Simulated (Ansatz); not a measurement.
`[CH3][SbH][SiH3]` + H₂O → `O[SiH3]` + `[CH3][SbH2]` at 600 K and 1 bar (formal hydrolysis of the Si–Sb bond).

Calculated with Ansatz (gas phase, PBE0-D4/def2-TZVP geometries, no zero-point term in ΔE). CCSD(T)/CBS is the MP2 limit (def2-TZVPP, def2-QZVPP) plus CCSD(T) − MP2 in def2-TZVPP, frozen cores. This one scheme is used for every species. Elements past krypton have def2 core potentials. For Sb outer-core shells are correlated without core-valence functions, which leaves a few kJ/mol of doubt a bond.

```
           species  CCSD(T)/CBS energy (Eh)  H − E (kJ/mol)  S (J/(mol·K))
`[CH3][SbH][SiH3]`               -571.34920           237.0          435.8
               H₂O                -76.37941            76.8          212.8
         `O[SiH3]`               -366.69042           135.7          307.9
     `[CH3][SbH2]`               -281.05548           168.8          339.9
```

H − E and S are ideal-gas, rigid-rotor, harmonic terms from PBE0-D4/def2-TZVP, for one conformer and one mirror image of each species. 1 Eh = 2625.50 kJ/mol, R = 8.31446 J/(mol·K).

**Question.** By hand: ΔE, ΔH, ΔS and ΔG.

**Answer.** ΔE = (-366.69042) + (-281.05548) − (-571.34920) − (-76.37941) = -0.01729 Eh = -45.4 kJ/mol. Δ(H − E) = 135.7 + 168.8 − 237.0 − 76.8 = -9.3, so ΔH = -54.7 kJ/mol. ΔS = 307.9 + 339.9 − 435.8 − 212.8 = -0.8 J/(mol·K). ΔG = -54.7 − 600 × (-0.8)/1000 = -54.2 kJ/mol.

**Question.** By hand: the equilibrium constant, and the temperature at which ΔG would vanish if ΔH and ΔS stayed fixed.

**Answer.** log₁₀ K = −ΔG/(RT ln 10) = 4.7. ΔG = 0 at ΔH/ΔS = 68375 K, far beyond where these terms or the molecules hold.

The number of gas molecules stays the same, so ΔS is small and ΔH decides. A doubt of 5 kJ/mol in ΔE shifts log₁₀ K by 0.4 here. Other conformers and mirror images would add mixing entropy, several J/(mol·K) or more a flexible species. These are equilibria of isolated gas molecules and say nothing of rates. Largest T1 diagnostic: 0.013 (customary marks: 0.02 for closed shells, 0.045 for open ones).
